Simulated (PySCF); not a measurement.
Two-component Hartree-Fock for N (nitrogen, neutral)

Start: [He] 2s2 2p3; 2p1/2 filled at m_j = -1/2, +1/2; 2p3/2 filled at m_j = +3/2. Calculated with PySCF 2.14 in x2c-SVPall-2c: generalised Hartree-Fock with the X2C-1e Hamiltonian and a Gaussian nucleus; one run each with spin-orbit coupling (SO) switched off, then screened by Boettger's factors.

| spinor shell | electrons | ε, spin-free (eV) | ε, screened SO (eV) | weight of nominal j (screened SO) | rms radius, screened SO (bohr) |
| --- | --- | --- | --- | --- | --- |
| 1s1/2 | 2 | -425.27 | -425.27 | 1.000 | 0.265 |
| 2s1/2 | 2 | -25.187 | -25.187 | 1.000 | 1.49 |
| 2p1/2 | 2 | -15.542 | -15.546 | 0.501 | 1.56 |
| 2p3/2 | 1 | -15.542 | -15.535 | 1.000 | 1.56 |

| quantity | spin-free | screened SO |
| --- | --- | --- |
| E (hartree) | -54.36545 | -54.36545 |
| M_J | 3/2 | 3/2 |
| ⟨J²⟩ | 3.757 | 3.757 |
| ⟨L²⟩ | 0.000 | 0.000 |
| ⟨S²⟩ | 3.757 | 3.757 |

Each row is a mean over spinors that exchange with the open shell spreads, by up to 11.839 eV (2s1/2).

Rows whose weight is well below 1 are mixtures of j = l ± 1/2: exchange outweighs spin-orbit coupling there, and the label is only the starting occupation.

Without spin-orbit coupling the j labels of p, d and f shells carry no meaning; the spin-free column gives the mean over the occupied spinors of each nl shell.
